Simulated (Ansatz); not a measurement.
Diatomic GeH, multiplicity 2 (the spin of the measured ground state). No spin–orbit coupling. Ge is treated without relativity.

D_e counts from the fitted minimum to each atom's lowest state at the same level, without counterpoise.

Correlated levels freeze the inner cores; with def2 sets outer-core shells near the valence are correlated too.

Programs: Ansatz (Gaussian basis) for Hartree–Fock, density functionals and correlated methods. Each number belongs to the level named beside it.

```json
[
 {"level": "SVWN5/def2-TZVPP", "bond energy D_e (kJ/mol)": "322.0"},
 {"level": "r2SCAN/def2-TZVPP", "bond energy D_e (kJ/mol)": "285.1"},
 {"level": "PBE0/def2-TZVPP", "bond energy D_e (kJ/mol)": "277.4"},
 {"level": "wB97X-V/def2-TZVPP", "bond energy D_e (kJ/mol)": "(withheld)"},
 {"level": "wB97M-V/def2-TZVPP", "bond energy D_e (kJ/mol)": "286.8"},
 {"level": "B2PLYP/def2-TZVPP", "bond energy D_e (kJ/mol)": "284.0"},
 {"level": "CCSD/def2-TZVPP", "bond energy D_e (kJ/mol)": "278.7"},
 {"level": "CCSD/def2-QZVPP", "bond energy D_e (kJ/mol)": "283.4"},
 {"level": "CCSD(T)/def2-QZVPP", "bond energy D_e (kJ/mol)": "286.1"}
]
```

### Question
What belongs in the gaps?

### Answer

- wB97X-V/def2-TZVPP, bond energy D_e (kJ/mol): 292.7

Ansatz is an electronic-structure program.
